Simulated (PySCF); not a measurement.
## Energy of Ge (germanium, neutral) between two integer charges

The 4p alpha orbital of [Ar] 3d10 4s2 4p2 is emptied in steps (occupation f), with all orbitals relaxed, ending at [Ar] 3d10 4s2 4p1. Calculation: PySCF 2.14, in aug-cc-pVTZ-PP with ECP10MDF (6s5p4d2f, 55 functions); scalar relativity through the core potential. The exact energy is a straight line in f; departures are measured from the line between the end points of the same method.

| f | UHF (eV) | LDA (eV) | PBE (eV) | PBE0 (eV) | r2SCAN (eV) | LC-wPBE (eV) | BHandHLYP (eV) | wB97X (eV) | CAM-B3LYP (eV) | TPSS (eV) |
| --- | --- | --- | --- | --- | --- | --- | --- | --- | --- | --- |
| 1 | 0.000 | 0.000 | 0.000 | 0.000 | 0.000 | 0.000 | 0.000 | 0.000 | 0.000 | 0.000 |
| 0.8 | 0.075 | -0.579 | -0.562 | -0.405 | -0.535 | -0.011 | -0.261 | -0.054 | -0.224 | -0.547 |
| 0.6 | 0.109 | -0.877 | -0.847 | -0.608 | -0.798 | -0.015 | -0.393 | -0.084 | -0.338 | -0.823 |
| 0.4 | 0.107 | -0.883 | -0.850 | -0.607 | -0.791 | -0.012 | -0.395 | -0.088 | -0.340 | -0.824 |
| 0.2 | 0.069 | -0.592 | -0.568 | -0.403 | -0.520 | -0.005 | -0.264 | -0.062 | -0.227 | -0.547 |
| 0 | 0.000 | 0.000 | 0.000 | 0.000 | 0.000 | 0.000 | 0.000 | 0.000 | 0.000 | 0.000 |

For PBE0, how does the orbital energy at f = 1 compare with the removal energy?

−ε = 5.365 eV against a total-energy difference of 7.888 eV. By Janak's theorem ε = ∂E/∂f, so the gap between them reflects the curvature. Along the path −ε is 6.365 (f = 0.8), 7.381 (f = 0.6), 8.401 (f = 0.4), 9.410 (f = 0.2) eV.

```
   method  E(f=0) − E(f=1) (eV)  −ε at f=1 (eV)  −ε at f=0.4 (eV)
      UHF                 7.404           7.887             7.301
      LDA                 7.964           4.382             8.672
      PBE                 7.845           4.360             8.544
     PBE0                 7.888           5.365             8.401
   r2SCAN                 8.018           4.675             8.726
  LC-wPBE                 7.945           7.869             7.972
BHandHLYP                 7.729           6.105             8.053
    wB97X                 7.664           7.336             7.715
CAM-B3LYP                 7.843           6.451             8.119
     TPSS                 7.863           4.460             8.555
```

Reference removal energy between the ground levels: 7.899 eV (measured; NIST Atomic Spectra Database, ionization energies). The calculation has no spin-orbit coupling. UHF lacks correlation.
